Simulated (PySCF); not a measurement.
Compound: Me2Si(SMe)2, C4H12S2Si.
Z-matrix (Å and degrees, PBE0-D3(BJ)/def2-SVP geometry), rows numbered from 1:
```
C 
S   1  1.8214
Si  2  2.1509  1  100.39
C   3  1.8706  2  112.75  1   -59.29
C   3  1.8711  2  104.79  1   177.89
S   3  2.1504  2  109.28  1    57.00
C   6  1.8212  3  100.18  2    57.15
H   1  1.0980  2  107.32  3  -161.26
H   1  1.0990  2  111.17  3    79.71
H   1  1.1002  2  110.28  3   -42.45
H   4  1.1013  3  110.53  2  -179.77
H   4  1.1004  3  111.22  2    60.24
H   4  1.1009  3  110.02  2   -59.75
H   5  1.1002  3  111.22  2   -56.36
H   5  1.1009  3  110.07  2  -176.55
H   5  1.1014  3  110.47  2    63.58
H   7  1.0980  6  107.26  3  -164.68
H   7  1.0999  6  110.29  3   -45.72
H   7  1.0990  6  111.20  3    76.36
```

Method used: TDDFT PBE0/def2-SVPD, vertical, gas phase, core orbitals frozen in the response (PySCF).

Orbital energies (eV): HOMO-3 -8.70, HOMO-2 -8.13, HOMO-1 -6.86, HOMO -6.72, LUMO 0.20, LUMO+1 0.43, LUMO+2 0.54.

Computed singlets:

```json
{"state": "S1", "E (eV)": "5.61", "f": "0.025"}
{"state": "S2", "E (eV)": "5.65", "f": "0.0041"}
{"state": "S3", "E (eV)": "6.09", "f": "0.0044"}
{"state": "S4", "E (eV)": "6.16", "f": "0.048"}
{"state": "S5", "E (eV)": "6.35", "f": "0.0026"}
{"state": "S6", "E (eV)": "6.38", "f": "0.038"}
{"state": "S7", "E (eV)": "6.70", "f": "0.014"}
{"state": "S8", "E (eV)": "6.73", "f": "0.0087"}
{"state": "S9", "E (eV)": "6.89", "f": "0.051"}
{"state": "S10", "E (eV)": "6.90", "f": "0.0013"}
```

Task: Which orbital pair leads each of S1, S2 and S3, and how does its energy difference Δε compare with the excitation energy?

Result: 

| state | leading configuration | weight | Δε (eV) | E (eV) | E − Δε (eV) | f | other configurations |
| --- | --- | --- | --- | --- | --- | --- | --- |
| S1 | HOMO→LUMO | 0.76 | 6.92 | 5.61 | -1.31 | 0.025 | H-1→L+1 (15%) |
| S2 | HOMO-1→LUMO | 0.67 | 7.06 | 5.65 | -1.41 | 0.0041 | H→L+1 (23%) |
| S3 | HOMO→LUMO+1 | 0.67 | 7.14 | 6.09 | -1.06 | 0.0044 | H-1→L (26%) |

E − Δε runs from -1.41 to -1.06 eV. Among themselves, these states come in the order of their orbital differences.

H and L stand for HOMO and LUMO. The other states: S4 6.16 eV, f 0.048, H→L+2 (43%), H-1→L+1 (33%), H→L (16%); S5 6.35 eV, f 0.0026, H-1→L+1 (48%), H→L+2 (47%); S6 6.38 eV, f 0.038, H-1→L+2 (80%); S7 6.70 eV, f 0.014, H→L+4 (78%), H-1→L+3 (16%); S8 6.73 eV, f 0.0087, H→L+3 (81%); S9 6.89 eV, f 0.051, H-1→L+3 (65%), H→L+4 (14%); S10 6.90 eV, f 0.0013, H-1→L+4 (90%).

Triplets (Tamm–Dancoff): T1 5.17 eV, H→L (68%), H-1→L+1 (15%); T2 5.28 eV, H-1→L (53%), H→L+1 (30%); T3 5.80 eV, H-1→L+1 (46%), H→L+4 (19%), H→L (16%); T4 5.84 eV, H→L+1 (42%), H-1→L (33%), H-1→L+4 (12%).

Summed over the main configurations (up to three a state, each over 8%) of all 10 singlets, the electron leaves HOMO with weight 4.45 and HOMO-1 with weight 4.40.

The vertical ionisation energy (ΔSCF) is 8.45 eV, 1.56 eV above S10.

Hardware: Arm Neoverse V1, one thread, shared host. Cost: 2.5 min of wall time.

One conformer stands for the species.
